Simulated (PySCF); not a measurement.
Ge(H)(Br)(Me)2 (C2H7BrGe), SMILES [CH3][GeH]([CH3])[Br].

Geometry optimised at PBE-D3(BJ)/def2-SVP.

These are PySCF with PBE/def2-TZVP values and carry that method's errors.

Computed frontier levels, gap, dipole moment and polarisability:
The highest occupied level is -6.61 eV. The lowest empty level comes out as -0.95 eV. The orbital gap is 5.66 eV and the dipole moment comes out as 2.69 D. The quadrupole, principal values (traceless, Buckingham form, about the centre of nuclear charge) comes out as -1.13, 0.07, 1.06 D·Å and the mean static polarisability comes out as 78.2 bohr³ (11.59 Å³). The polarisability, principal values is 67.0, 77.4, 90.1 bohr³.
